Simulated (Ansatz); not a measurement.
Correlation energies of `C[N](C)[Hf]([F])([Cl])[SeH]` by basis set

```xyz
14

C     1.316   -0.107    0.944
N    -0.056    0.018    0.495
C    -0.928    0.632    1.471
Hf   -0.532   -0.664   -1.311
F    -2.427   -0.708   -1.448
Cl    0.476   -2.764   -1.698
Se    0.481    1.174   -2.816
H     1.942   -0.570    0.174
H     1.385   -0.731    1.844
H     1.746    0.876    1.171
H    -0.949    0.052    2.402
H    -0.590    1.647    1.714
H    -1.949    0.698    1.091
H     0.086    0.447   -4.035
```

Charge 0, multiplicity 1. Correlated methods include outer-core shells of Hf, Se, which these sets cover unevenly. Scalar relativity is left out up to krypton. Hf takes the def2 core potential. The structure was optimised at the PBE0-D4/def2-TZVP level. It is one conformer, not always the lowest. Frozen core, restricted reference, the Gaussian-basis code of Ansatz.

```csv
basis,HF (Eh),MP2 corr.
def2-SVP,-3140.14713,-1.24275
def2-TZVPP,-3140.89561,-1.60314
def2-QZVPP,-3140.96711,-2.03488
```

Problem. Estimate the CCSD correlation energy and the (T) correction in each basis where they were run (hartree).

Solution. 
```json
{"basis": "def2-SVP", "CCSD corr.": "-1.28803", "(T)": "-0.03873"}
{"basis": "def2-TZVPP", "CCSD corr.": "-1.64155", "(T)": "-0.06766"}
```
